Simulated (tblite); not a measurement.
A tight-binding relaxation on `[AsH2][Si@H](C)S[SiH3]`.

Computed with GFN2-xTB geometry optimisation, gas phase (tblite 0.8.0). Start geometry: from a force field or distance geometry. The input is one job of a driver script: a line of settings, then coordinates in Å.

Command:
```bash
OMP_NUM_THREADS=1 python probes_run.py task.json out
```

Input:
```
{"job": {"kind": "relax", "xc": "GFN2-xTB", "basis": "xTB"}, "charge": 0, "multiplicity": 1}
C     -1.614000    -1.396000     0.507500
Si    -0.896800     0.165300    -0.256700
As    -0.861900     1.893400     1.278500
S      0.954000    -0.157700    -1.238000
Si     2.644300    -0.353700     0.037900
H     -2.389300    -1.131600     1.281000
H     -2.163300    -1.994900    -0.266400
H     -0.806700    -1.970500     1.005800
H     -1.852400     0.559700    -1.297800
H     -2.342500     2.426400     1.494400
H      0.007900     3.097200     0.815900
H      3.779800    -0.760000    -0.826400
H      2.488500    -1.325000     1.117700
H      3.051800     0.946900     0.604500
```

Problem. Give the output.

Solution. 
```
step      E/eV     max force
  0    -430.34884    2.226
  1    -430.55902    1.949
  2    -430.88703    1.414
  3    -431.01569    1.103
  4    -431.13834    0.604
  5    -431.17127    0.503
  6    -431.20770    0.499
  7    -431.22384    0.475
  8    -431.24660    0.396
  9    -431.26000    0.282
... (76 lines left out)
 86    -431.37837    0.026
 87    -431.37848    0.031
 88    -431.37856    0.035
 89    -431.37864    0.027
 90    -431.37868    0.013
 91    -431.37871    0.012
 92    -431.37874    0.017
 93    -431.37877    0.018
 94    -431.37881    0.014
 95    -431.37884    0.007
```

«max force» is the largest atomic force in eV/Å.

Problem. From which step on does the largest force stay under 0.1 eV/Å, and how much energy is left to gain from there?

Solution. From step 36 (0.094 eV/Å), 8.9 meV above the end.

Main results: energy lowered by 23.8 kcal/mol over 95 steps; largest atomic force 0.007 eV/Å at the end.

Problem. Where do the atoms end?

Solution. 0.347 Å rms from the input after alignment:
```
atom  x, y, z in Å
C1    -1.5475   -1.3352    0.5248
Si2   -0.8682    0.2725   -0.2420
As3   -0.4158    1.7650    1.5021
S4     0.9035   -0.2240   -1.4150
Si5    2.4585   -0.3043    0.0388
H6    -2.4988   -1.1462    1.0163
H7    -1.7029   -2.1060   -0.2234
H8    -0.8616   -1.7317    1.2718
H9    -1.7637    0.7146   -1.3183
H10   -1.8629    2.1523    1.5645
H11   -0.1600    2.8981    0.5570
H12    3.6234   -0.7070   -0.7273
H13    2.0958   -1.2752    1.0709
H14    2.5996    1.0266    0.6377
```

On one thread of an Arm Neoverse V1 (shared host), this took 0.73 s of wall time.
Labels such as C1 count atoms from 1, the log's own numbers from 0.
